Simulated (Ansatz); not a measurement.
Compare A (`O[SiH](F)[SiH3]`) with its isomer B (`F[SiH2]O[SiH3]`).

Program: Ansatz. Geometries: PBE0-D4/def2-TZVP. ΔE: electronic, gas phase. CBS: MP2 limit from def2 TZ/QZ plus the TZ coupled-cluster correction, frozen cores. Functionals use def2-TZVPP. Each species was taken in one conformer, which may not be the lowest.

(1) Which is lower in electronic energy at CCSD(T)/CBS, and by how much? (Estimate.)

(2) Give E(B) − E(A) in kJ/mol with CCSD(T)/def2-TZVPP, PBE-D4, LDA (SPW92), MP2/def2-TZVPP, ωB97M-V, r2SCAN-D4, HF/def2-TZVPP. (Estimate.)

(3) Does the order hold for the free energy at 298.15 K (harmonic terms from PBE0-D4)? (Estimate.)

Largest T1 diagnostic: 0.013.

Results:

(1) Ansatz gave: B, by 114.2 kJ/mol.

(2) Computed: CCSD(T)/def2-TZVPP -114.5, PBE-D4 -83.9, LDA (SPW92) -84.7, MP2/def2-TZVPP -122.9, ωB97M-V -114.1, r2SCAN-D4 -105.4, HF/def2-TZVPP -142.1. None reverses the order clearly.

(3) Ansatz gave: Yes: G(B) − G(A) = -119.1 kJ/mol, for one conformer each. Modes under 60 cm⁻¹, often nearly free rotors, make the harmonic entropy too high.

At CCSD(T), def2-SVP lies +3.3 kJ/mol from the extrapolated value and def2-TZVPP −0.4 kJ/mol. Leaving LDA and LC-ωPBE aside and taking each functional with its dispersion term where it has one, the values, not all of them listed here, spread over 40.6 kJ/mol, from BHLYP-D4 to PBE-D4.
